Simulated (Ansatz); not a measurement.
Born–Oppenheimer molecular dynamics of AlCl2HO (5 atoms, charge 0, multiplicity 1). It goes on from the last frame of an earlier run, with new velocities.

Theory: Ansatz 0.2.0, RKS PBE-D4/def2-SVP.

```
ensemble                      : NVE (velocity Verlet)
time step                     : 0.5 fs
steps asked                   : 100
starting velocities drawn for : 2000 K
masses                        : H 3.016 u
seed                          : 761972
```

First frame:

```xyz
5
Properties=species:S:1:pos:R:3
Al -0.048 -0.014 -0.004
Cl -0.051 0.045 2.078
Cl 1.771 0.162 -1.102
O -1.512 -0.318 -0.810
H -2.248 -0.391 -0.159
```

**Question.** What does the run give?

**Answer.** All steps were run.

```
steps done                                               : 100
time covered                                             : 50 fs
mean temperature over the second half                    : 1000 K
spread of the potential energy over the second half      : 25.7 meV per atom
mean potential energy of the second half above the start : 77.8 meV per atom
```

The conserved energy stayed within 0.54 meV per atom of its start (net change 0.29 meV per atom), so the integration is sound. A run of 0.05 ps of so small a system gives no equilibrium averages.

**Question.** What happens to the structure?

**Answer.** The same pairs are bonded in the first frame and the last. Pairs count as bonded within 1.25 times the sum of covalent radii (0.12 Å more for H–H). Another seed would give other details.

**Question.** How do temperature and energy run in time?

**Answer.** 
```tsv
time (fs)	T (K)	potential energy less start (eV)	conserved less start (meV/atom)
0.0	2000	0.000	0.00
2.5	1444	0.217	0.29
5.0	1040	0.374	0.35
7.5	1093	0.352	0.15
10.0	795	0.468	0.13
12.5	480	0.592	0.46
15.0	1039	0.373	0.02
17.5	1016	0.383	0.26
20.0	1039	0.374	0.35
22.5	1540	0.179	0.18
25.0	1735	0.103	0.02
27.5	1367	0.248	0.45
30.0	1531	0.182	-0.01
32.5	1010	0.385	0.28
35.0	647	0.527	0.38
37.5	914	0.422	0.10
40.0	694	0.507	0.19
42.5	619	0.537	0.32
45.0	1011	0.384	0.05
47.5	796	0.469	0.36
50.0	1078	0.359	0.29
```

Time of the run: 3.4 min on 1 thread of Arm Neoverse V1, on a shared host, peak memory 0.12 GiB.
